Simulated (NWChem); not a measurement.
A series in which one site is exchanged, each optimised at PBE0/def2-SVP with NWChem, gas phase unless a solvent is named. For some, no frequency run checked for a minimum. def2 effective core potentials on Hf; no spin-orbit coupling.

A: [SiH3][O][HfH3] (HfSiH$_{6}$O; site = Hf)
B: [SiH3][O][GeH3] (GeSiH6O; site = Ge)
C: [SiH3]O[SiH3] (Si₂H₆O; site = Si)

### Question
Rank them by dipole (D), PBE0/def2-SVP, lowest first.

### Answer
C (0.39), B (1.21), A (1.33)
